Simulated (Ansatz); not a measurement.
Species: C₄H₈S, SMILES `C=CCSC` (C–C–C–S torsion 113°, C–C–S–C torsion -66°) (charge 0, multiplicity 1), formula C$_{4}$H$_{8}$S.

### Question
How many basis functions does Ansatz (a first-principles code) with frozen-core CCSD(T)/cc-pVTZ // PBE0-D4/def2-TZVP use, how many core orbitals are frozen, and how many electrons are correlated?

### Answer
266 basis functions and 9 frozen orbitals, which leaves 30 correlated electrons. Core time is of the order of minutes.
